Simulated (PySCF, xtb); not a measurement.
thiourea (CH₄N₂S), SMILES NC(N)=S.

GFN2-xTB in xtb at its own geometry gives an orbital gap of 2.79 eV and a dipole moment of 6.11 D.

Geometry optimised at PBE-D3(BJ)/def2-SVP. One conformer was computed; it need not be the lowest.

Task: What does PBE/def2-TZVPD run with PySCF give? (The exact figures need the calculation; the answer reports its results.)

Result: gap 3.54 eV (levels -4.97 and -1.43 eV), dipole 4.74 D.
